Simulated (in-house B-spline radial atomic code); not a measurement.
**RPA and G0W0 on BHandHLYP: Ba5+**

Configuration [Kr] 4d10 5s2 5p3, highest spin, mean-field start BHandHLYP. Computed with an all-electron radial atomic-structure program (B-spline basis): all electrons, scalar-relativistic (spin-free one-electron X2C), finite nucleus, each spin shell either full or empty, empty states to l = 9 with an (l + 1/2)⁻⁴ tail; G0W0 by contour deformation at full frequency.

Spin-orbit coupling, left out, splits p levels strongly here.

Command:
```bash
python run_gw.py task.json out
```
Settings (radii: box in bohr, nucleus in fm):
```
Z                        56
electrons                51
configuration            [Kr] 4d10 5s2 5p3
hamiltonian              x2c
method                   bhandhlyp
lmax                     9
rms_radius               4.8378
spin_polarised           True
box_radius               10.43
intervals                67
```

Cost of the run: 6.1 s on 1 thread of Intel(R) Xeon(R) Platinum 8375C CPU @ 2.90GHz, with other jobs on the host.

Energies (hartree):

```
                                     term        value
                         mean-field total  -8129.02843
Hartree-Fock functional on these orbitals  -8126.06379
                      direct second order      -4.4615
                    second-order exchange       1.2262
                         SOSEX correction       1.1553
```

What is the RPA correlation energy, and what remains with SOSEX?

RPA gives -3.981 hartree (-2.12 eV per electron); RPA + SOSEX gives -2.8258, and the second-order doubles -3.2353 hartree (no singles). RPA lacks exchange-type terms and so overcorrelates at short range.

Quasi-particle levels (eV):

| level | occupied | mean field | Σx - vxc | Σc | QP weight | G0W0 |
| --- | --- | --- | --- | --- | --- | --- |
| 5p up | yes | -70.90 | -2.81 | ? | ? | ? |
| 5s down | yes | -83.96 | -0.70 | -2.93 | 0.964 | -87.58 |
| 4d down | yes | -151.17 | -6.38 | 1.30 | 0.878 | -156.26 |
| 5p down | no | -61.46 | 4.88 | -2.57 | 0.960 | -59.15 |

G0W0 = mean field + (Σx - vxc) + Σc, with Σc (partial-wave tail included) taken at the quasi-particle energy. Only the outer levels were computed. Levels of low weight are left out.

Where does G0W0 put 5p up?

At -74.51 eV, with Σc = -0.81 eV and a quasi-particle weight of 0.962. The tabulated removal energy is 71 ± 2 eV (NIST, tabulated theory); the calculation leaves out spin-orbit coupling, Breit and QED terms, and what these don't explain is the method's own error.
